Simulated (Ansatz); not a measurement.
CH$_{7}$AlClNSi (`[NH2][AlH][CH]([SiH3])Cl`). Total charge 0; spin multiplicity 1. All single points use the PBE0-D4/def2-TZVP geometry. It is one conformer, not always the lowest.

```xyz
12

N     0.725   -2.241   -0.883
Al   -0.575   -1.142   -0.444
C    -0.192    0.259    0.887
Si   -0.183    2.009    0.212
Cl    1.422   -0.051    1.637
H     1.643   -2.215   -0.468
H     0.660   -2.981   -1.562
H    -2.000   -1.264   -1.118
H    -0.927    0.209    1.698
H     0.151    3.000    1.267
H    -1.535    2.308   -0.339
H     0.813    2.109   -0.887
```

(1) What is the dipole moment at ωB97M-V/def2-TZVPP? (An estimate is asked.)

(2) And with PBE, r2SCAN, B3LYP? (Estimate.)

(3) Give the Mulliken charges with ωB97M-V, B3LYP, r2SCAN in def2-TZVPP. (Estimate.)

Results:

(1) The calculation gave: 1.19 D, with components (-0.57, -0.91, -0.52) D in this frame, pointing from negative to positive charge.

(2) Ansatz gave: PBE 1.18 D, r2SCAN 1.22 D, B3LYP 1.20 D.

(3) Ansatz gave: 
| atom | ωB97M-V | B3LYP | r2SCAN |
| --- | --- | --- | --- |
| N1 | -0.37 | -0.41 | -0.46 |
| Al2 | 0.48 | 0.48 | 0.53 |
| C3 | -0.32 | -0.19 | -0.20 |
| Si4 | 0.14 | 0.23 | 0.25 |
| Cl5 | -0.14 | -0.18 | -0.19 |
| H6 | 0.12 | 0.14 | 0.16 |
| H7 | 0.11 | 0.13 | 0.15 |
| H8 | -0.10 | -0.13 | -0.14 |
| H9 | 0.15 | 0.12 | 0.10 |
| H10 | -0.01 | -0.05 | -0.06 |
| H11 | -0.03 | -0.07 | -0.07 |
| H12 | -0.02 | -0.06 | -0.06 |

B3LYP here is the variant with VWN-RPA as its local correlation; programs differ in this.
